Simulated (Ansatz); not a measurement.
`[SiH3]C=C=C[SiH3]` + H₂ → `C=C=C[SiH3]` + SiH₄ at 700 K and 1 bar (hydrogenolysis of a C–Si bond).

Calculated with Ansatz (gas phase, PBE0-D4/def2-TZVP geometries, no zero-point term in ΔE). CCSD(T)/CBS adds triple-zeta CCSD(T) − MP2 to the extrapolated MP2 energy (def2 sets, frozen cores). This one scheme is used for every species.

| species | CCSD(T)/CBS energy (Eh) | H − E (kJ/mol) | S (J/(mol·K)) |
| --- | --- | --- | --- |
| `[SiH3]C=C=C[SiH3]` | -697.06408 | 321.9 | 510.5 |
| H₂ | -1.17544 | 46.8 | 155.3 |
| `C=C=C[SiH3]` | -406.77843 | 255.6 | 418.1 |
| SiH₄ | -291.46306 | 115.5 | 252.9 |

H − E and S are ideal-gas, rigid-rotor, harmonic terms from PBE0-D4/def2-TZVP, for one conformer and one mirror image of each species. For small species the MP2-based limit differs from directly extrapolated CCSD(T) by up to some mEh (0.8 for H₂); such offsets cancel only in part. 1 Eh = 2625.50 kJ/mol, R = 8.31446 J/(mol·K).

Question: By hand: ΔE, ΔH, ΔS and ΔG.

Answer: ΔE = (-406.77843) + (-291.46306) − (-697.06408) − (-1.17544) = -0.00197 Eh = -5.2 kJ/mol. Δ(H − E) = 255.6 + 115.5 − 321.9 − 46.8 = 2.4, so ΔH = -2.8 kJ/mol. ΔS = 418.1 + 252.9 − 510.5 − 155.3 = 5.2 J/(mol·K). ΔG = -2.8 − 700 × (5.2)/1000 = -6.4 kJ/mol.

Question: By hand: the equilibrium constant, and the temperature at which ΔG would vanish if ΔH and ΔS stayed fixed.

Answer: log₁₀ K = −ΔG/(RT ln 10) = 0.5. ΔH and −TΔS have one sign here, so there is no such temperature.

TΔS isn't small against ΔH here. A doubt of 5 kJ/mol in ΔE shifts log₁₀ K by 0.4 here. Other conformers and mirror images would add mixing entropy, several J/(mol·K) or more a flexible species. These are equilibria of isolated gas molecules and say nothing of rates. Largest T1 diagnostic: 0.013 (customary marks: 0.02 for closed shells, 0.045 for open ones).

ΔS is within the doubt of such terms, so its sign, and with it that verdict, could turn.
